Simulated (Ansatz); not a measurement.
Basis sets compared for Pb2O⁺. Total charge 1; doublet. Geometry PBE-D4/def2-TZVP. Ansatz on 4 threads of Arm Neoverse V1 on a shared host; times are rough, and most runs start from earlier orbitals.

```tsv
atom	x (Å)	y (Å)	z (Å)
Pb1	0.037	-1.530	0.805
Pb2	0.403	1.026	-1.332
O3	-0.441	0.504	0.527
```

In the def2 sets Pb takes a core potential; there is no spin–orbit coupling. The structure comes from a short search, and lower isomers may exist.

| level | functions | energy (Eh) | HOMO (eV) | LUMO (eV) | wall time |
| --- | --- | --- | --- | --- | --- |
| PBE-D4/def2-SVP | 66 | -460.6959 | -8.93 | -8.23 | 0.8 s |
| PBE0-D4/def2-SVP | 66 | -460.6148 | -9.67 | -7.46 | 1.1 s |

Task: Estimate the rows for PBE-D4/def2-TZVP, PBE0-D4/def2-TZVP (with forces).

Result: 
```
                          level  functions  energy (Eh)  HOMO (eV)  LUMO (eV)  wall time
               PBE-D4/def2-TZVP        131    -460.8083      -8.96      -8.22      1.6 s
PBE0-D4/def2-TZVP (with forces)        131    -460.7252      -9.70      -7.43      3.7 s
```
